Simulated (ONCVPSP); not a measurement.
Plane-wave convergence, ONCV potential for Tl (Z = 81)

Tl, optimised norm-conserving Vanderbilt (ONCV), made with ONCVPSP 4.0.1 (LDA (Perdew-Zunger), scalar-relativistic). Core [Kr] 4d10 4f14, reference 5s2 5p6 5d10 6s2 6p1. Waves: 5s+6s: rc 1.55 bohr, ncon 4, nbas 9, qcut 8.2 1/bohr, 2 projectors; 5p+6p: rc 1.80 bohr, ncon 4, nbas 7, qcut 7 1/bohr, 2 projectors; 5d: rc 1.25 bohr, ncon 4, nbas 7, qcut 7.2 1/bohr, 2 projectors, debl 3.7 Ha. Local part: polynomial inside 0.80 bohr (lpopt 5, dvloc0 4 Ha). Core correction: Teter function, fcfact 4.5, rcfact 1.45.

Task: For each optimised wave give the share of its norm inside rc, the residual kinetic energy above qcut (Ha) and the cutoffs (Ha) for errors of 10, 1, 0.1 and 0.01 mHa per electron.

Result:

```tsv
wave	norm inside rc	residual KE	10 mHa	1 mHa	0.1 mHa	0.01 mHa
5s	0.979	3.1e-06	18.1	24.0	28.3	31.5
6s	0.115	8.1e-06	16.4	23.9	28.9	34.0
5p	0.976	2.8e-06	14.3	17.9	20.8	23.2
6p	0.052	1.8e-06	10.0	13.9	17.1	19.8
5d	0.462	2.2e-04	18.2	22.6	38.6	102.2
d projector 2	0.070	2.6e-04	18.4	23.2	28.0	120.3
```

The occupied waves need 24 Ha and 39 Ha for 1 and 0.1 mHa. Note: ghosts flagged at negative energy: s at -100.7 eV; GHOST(+) flagged for p at 143.0 eV. A true bound ghost makes a file unfit for plane-wave use. 1 of 4 tests not solved or not reliable.
